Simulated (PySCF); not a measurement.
silanone (H2OSi), SMILES O=[SiH2]. Geometry: ωB97X-D3(BJ)/def2-TZVP.

Method: ωB97X-D3(BJ)/def2-TZVP (PySCF).

Harmonic wavenumbers (cm⁻¹): 699, 723, 1018, 1262, 2261, 2267. Rotational constants (GHz): 166.7, 18.67, 16.79; symmetry number 2.

Problem. Work out the zero-point energy and the ideal-gas rigid-rotor harmonic-oscillator thermochemistry at 298.15 K and 1 atm.

Solution. ZPE = ½ Σ hcν = ½ × 8229 cm⁻¹ = 49.22 kJ/mol. H − E(el) = 59.83 kJ/mol. Entropy in J/(mol K): translation 156.52, rotation 75.24, vibration 2.96, total 234.72. G − E(el) = -10.15 kJ/mol. Cp = 42.26 J/(mol K).
